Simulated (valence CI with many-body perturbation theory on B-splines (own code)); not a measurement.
## Level structure of Zn16+

Method: relativistic CI+MBPT: four valence electrons over a frozen Dirac-Fock core [Ne], a basis of 11 s, 11 p, 10 d, 8 f, 5 g, 2 h functions for each j, with the one-electron correlation potential Σ1, the two-electron term Σ2, the three-electron term Σ3, Breit, model QED; selected CI, second order for the rest, scaled by the run's own slope (own B-spline code, finite nucleus).

No measured spectrum was set against this ion. As an estimate, levels of excited configurations hold to 0.05 to 0.15 % of their energy, terms of the ground configuration to about 0.5 %. Among the levels kept, up to 820 cm⁻¹ of a level comes from second order outside the variational space, and about a tenth of that is noise between levels of different J, which matters for small intervals.

Levels 46 to 90 of 172, with energies above the lowest level, 3s2 3p2 3P_0. "Leading %" is the weight of the configuration and term that name the level; weights of strongly mixed levels are sums over their largest components and can fall short. In the jj column 3d3/2^4 stands for four electrons in 3d with j = 3/2. Lifetimes count E1, E2, E3, M1 and M2 decay at the calculated energies, and are blank where another channel may lead or the interval is too uncertain; long ones can be off by a factor of two.

```
No.  Configuration  Term  J  E (cm⁻¹)  Leading %                   Leading jj  Lifetime
 46      3s 3p2 3d    5P  2    928240         93  3s 3p1/2 3p3/2 3d3/2 (34 %)   13.9 ps
 47            3p4    1S  0    931140         56       3p1/2^2 3p3/2^2 (32 %)   70.3 ps
 48      3s 3p2 3d    5P  1    932000         96  3s 3p1/2 3p3/2 3d3/2 (45 %)   13.3 ps
 49      3s 3p2 3d    3P  2    942680         65  3s 3p1/2 3p3/2 3d5/2 (42 %)   17.3 ps
 50      3s 3p2 3d    3P  1    961300         61         3p1/2 3p3/2^3 (24 %)   16.7 ps
 51      3s 3p2 3d    3P  0    976720         60      3s 3p3/2^2 3d3/2 (27 %)   17.2 ps
 52      3s 3p2 3d    3G  3    982390         89  3s 3p1/2 3p3/2 3d3/2 (76 %)   72.3 ps
 53      3s 3p2 3d    3G  4    987740         95  3s 3p1/2 3p3/2 3d5/2 (37 %)   85.7 ps
 54      3s 3p2 3d    3D  2    993660         74  3s 3p1/2 3p3/2 3d5/2 (25 %)   21.6 ps
 55      3s 3p2 3d    3G  5    994240         97  3s 3p1/2 3p3/2 3d5/2 (52 %)    103 ps
 56      3s 3p2 3d    3D  1    995320         87      3s 3p3/2^2 3d3/2 (30 %)   20.4 ps
 57      3s 3p2 3d    3D  3    996920         78  3s 3p1/2 3p3/2 3d5/2 (57 %)   20.5 ps
 58      3s 3p2 3d    1G  4   1004700         74  3s 3p1/2 3p3/2 3d5/2 (57 %)    153 ps
 59      3s 3p2 3d    1F  3   1010500         65  3s 3p1/2 3p3/2 3d5/2 (39 %)   26.1 ps
 60      3s 3p2 3d    3F  2   1016800         65  3s 3p1/2 3p3/2 3d3/2 (30 %)   15.2 ps
 61      3s 3p2 3d    3F  3   1029100         67  3s 3p1/2 3p3/2 3d5/2 (43 %)   14.9 ps
 62      3s 3p2 3d    3D  1   1032800         92  3s 3p1/2 3p3/2 3d5/2 (55 %)   19.5 ps
 63      3s 3p2 3d    1P  1   1037600         64  3s 3p1/2 3p3/2 3d3/2 (58 %)   15.9 ps
 64      3s 3p2 3d    3D  2   1038300         76  3s 3p1/2 3p3/2 3d5/2 (38 %)   21.1 ps
 65      3s 3p2 3d    3P  0   1041500         80  3s 3p1/2 3p3/2 3d5/2 (44 %)   16.5 ps
 66      3s 3p2 3d    3P  1   1046500         73  3s 3p1/2 3p3/2 3d5/2 (51 %)   16.9 ps
 67      3s 3p2 3d    3F  4   1047600         81      3s 3p3/2^2 3d3/2 (45 %)   14.2 ps
 68      3s 3p2 3d    3D  3   1053700         73      3s 3p3/2^2 3d5/2 (66 %)   28.1 ps
 69      3s 3p2 3d    3P  2   1054900         67      3s 3p3/2^2 3d5/2 (38 %)   16.3 ps
 70      3s 3p2 3d    3D  1   1066700         52      3s 3p3/2^2 3d3/2 (37 %)   15.6 ps
 71      3s 3p2 3d    3D  2   1068800         73      3s 3p3/2^2 3d3/2 (30 %)   16.9 ps
 72      3s 3p2 3d    3S  1   1073600         59      3s 3p3/2^2 3d5/2 (46 %)   16.0 ps
 73      3s 3p2 3d    3F  3   1076600         57      3s 3p1/2^2 3d5/2 (30 %)   13.0 ps
 74      3s 3p2 3d    3F  2   1078000         72  3s 3p1/2 3p3/2 3d3/2 (48 %)   12.3 ps
 75      3s 3p2 3d    3F  4   1095300         92      3s 3p3/2^2 3d5/2 (50 %)   14.0 ps
 76      3s 3p2 3d    3D  3   1095300         70      3s 3p3/2^2 3d5/2 (64 %)   16.4 ps
 77      3s 3p2 3d    1D  2   1101500         47      3s 3p3/2^2 3d5/2 (25 %)   14.6 ps
 78      3s 3p2 3d    3D  3   1126200         82      3s 3p3/2^2 3d5/2 (46 %)   11.0 ps
 79      3s 3p2 3d    3D  2   1132000         59      3s 3p3/2^2 3d3/2 (60 %)   11.2 ps
 80      3s 3p2 3d    1D  2   1134400         49      3s 3p3/2^2 3d5/2 (55 %)   13.8 ps
 81      3s 3p2 3d    3D  1   1137700         96      3s 3p3/2^2 3d3/2 (68 %)   10.9 ps
 82      3s 3p2 3d    1S  0   1141400         43  3s 3p1/2 3p3/2 3d3/2 (32 %)   9.09 ps
 83      3s 3p2 3d    1P  1   1154100         63  3s 3p1/2 3p3/2 3d3/2 (52 %)   7.93 ps
 84      3s 3p2 3d    3P  2   1164800         75  3s 3p1/2 3p3/2 3d5/2 (33 %)   6.68 ps
 85      3s 3p2 3d    3P  1   1180500         57      3s 3p3/2^2 3d5/2 (46 %)   7.08 ps
 86      3s 3p2 3d    3P  0   1182800         66      3s 3p3/2^2 3d3/2 (52 %)   6.51 ps
 87      3s 3p2 3d    1F  3   1203300         94  3s 3p1/2 3p3/2 3d5/2 (38 %)   6.87 ps
 88        3s2 3d2    3F  2   1228600         69          3s^2 3d3/2^2 (45 %)   8.03 ps
 89        3s2 3d2    3F  3   1233300         78      3s^2 3d3/2 3d5/2 (78 %)   8.70 ps
 90        3s2 3d2    3F  4   1236300         80          3s^2 3d5/2^2 (61 %)   9.20 ps
```

Names give the largest LS component (configuration and term), which can be under half, so a name can repeat, a term be missing and a line seem to break the LS rules; names also repeat where a configuration has a term twice.

Where two levels of one J and parity lie close, their mixing, g and order are uncertain.
